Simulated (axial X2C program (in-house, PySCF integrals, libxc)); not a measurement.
# Density and ELF of PbS⁺

Computed with an in-house relativistic program for diatomic molecules. Two-component (2c) means X2C with spin–orbit coupling and atomic mean-field two-electron Coulomb and Gaunt terms. Basis: Pb dyall-cv3z [12s14p10d7f1g], S dyall-av3z [9s8p3d2f] (cores contracted in-house); Gaussian nuclei, density fitting, unrestricted open shells. Masses: Pb 207.977 u, S 31.972 u.

PBE0, with spin–orbit coupling, state Ω = 3/2 (⟨Sz⟩ = 0.51, ⟨Lz⟩ = 0.99 at PBE0); Pb at z = 0, S at z = 2.464 Å.

The maps cover the half plane through the axis: z from -2.4 to 4.8 Å along the bond, ρ from 0.15 to 2.25 Å away from it.

log10 of the density in e/bohr³:

```
 ρ\z  -2.4  -1.8  -1.2  -0.6   0.0   0.6   1.2   1.8   2.4   3.0   3.6   4.2   4.8
0.15  -3.2  -2.2  -1.3   0.0   1.9   0.0  -1.1  -0.7   1.2  -0.7  -1.4  -2.4  -3.5
0.45  -3.3  -2.3  -1.4  -0.4   0.4  -0.4  -1.2  -0.9  -0.4  -0.8  -1.5  -2.5  -3.6
0.75  -3.4  -2.5  -1.7  -0.9  -0.4  -0.9  -1.4  -1.1  -0.9  -1.1  -1.8  -2.7  -3.7
1.05  -3.6  -2.7  -2.0  -1.4  -1.1  -1.4  -1.7  -1.5  -1.3  -1.5  -2.1  -2.9  -3.9
1.35  -3.8  -3.0  -2.3  -1.9  -1.7  -1.9  -2.1  -1.9  -1.7  -1.9  -2.5  -3.2  -4.1
1.65  -4.1  -3.3  -2.7  -2.3  -2.2  -2.4  -2.5  -2.3  -2.2  -2.4  -2.9  -3.6  -4.4
1.95  -4.4  -3.7  -3.2  -2.8  -2.7  -2.8  -2.9  -2.8  -2.7  -2.9  -3.3  -3.9  -4.7
2.25  -4.7  -4.1  -3.6  -3.3  -3.2  -3.3  -3.3  -3.2  -3.2  -3.4  -3.8  -4.3  -5.0
```

Electron localisation function (collinear form, no current term, damped to 0 at low density):

```
 ρ\z  -2.4  -1.8  -1.2  -0.6   0.0   0.6   1.2   1.8   2.4   3.0   3.6   4.2   4.8
0.15  0.31  0.77  0.57  0.62  0.42  0.63  0.37  0.61  0.78  0.19  0.88  0.48  0.03
0.45  0.25  0.75  0.59  0.50  0.54  0.50  0.38  0.79  0.10  0.74  0.86  0.43  0.03
0.75  0.15  0.70  0.61  0.40  0.52  0.34  0.36  0.81  0.76  0.89  0.79  0.33  0.01
1.05  0.06  0.59  0.62  0.41  0.36  0.28  0.31  0.73  0.83  0.84  0.66  0.21  0.01
1.35  0.01  0.38  0.58  0.43  0.33  0.22  0.23  0.57  0.70  0.69  0.45  0.09  0.00
1.65  0.00  0.14  0.42  0.39  0.26  0.14  0.14  0.38  0.48  0.44  0.22  0.02  0.00
1.95  0.00  0.02  0.17  0.21  0.13  0.06  0.07  0.20  0.24  0.19  0.06  0.00  0.00
2.25  0.00  0.00  0.03  0.06  0.04  0.02  0.03  0.07  0.08  0.05  0.01  0.00  0.00
```

Axial spin density in 10⁻³ e/bohr³:

```
 ρ\z  -2.4  -1.8  -1.2  -0.6   0.0   0.6   1.2   1.8    2.4   3.0   3.6   4.2  4.8
0.15   0.0  -0.2  -0.8   0.5  -1.1   0.8  -1.5   2.8  125.1  -0.3  -0.8  -0.1  0.0
0.45   0.0  -0.2  -0.7   0.0   0.0   0.0  -0.2  12.4   25.6  12.7   0.5   0.0  0.0
0.75   0.0  -0.1  -0.5  -0.7  -0.3  -0.8   0.8  12.9   36.2  14.0   1.2   0.1  0.0
1.05   0.0  -0.1  -0.3  -0.6  -0.7  -0.6   0.9   7.4   16.8   7.6   1.0   0.1  0.0
1.35   0.0  -0.1  -0.2  -0.4  -0.5  -0.3   0.5   3.2    6.0   3.1   0.6   0.1  0.0
1.65   0.0   0.0  -0.1  -0.2  -0.2  -0.2   0.2   1.2    2.0   1.1   0.3   0.0  0.0
1.95   0.0   0.0   0.0  -0.1  -0.1  -0.1   0.1   0.4    0.6   0.4   0.1   0.0  0.0
2.25   0.0   0.0   0.0   0.0  -0.1   0.0   0.0   0.1    0.2   0.1   0.0   0.0  0.0
```

The state is a single determinant with fixed occupations, the lowest that a limited PBE0 search found. Density functionals use the spin component along the axis (collinear). The functionals have no current-density term, which raises determinants with orbital currents, atoms included. Other states lie close and PBE0, whose exact exchange favours high spin, may order them wrongly; the determinant shown need not be the ground state. The nearest other 2c determinant of the search, Ω = 1/2, lies 0.18 eV up at the distance of the search.
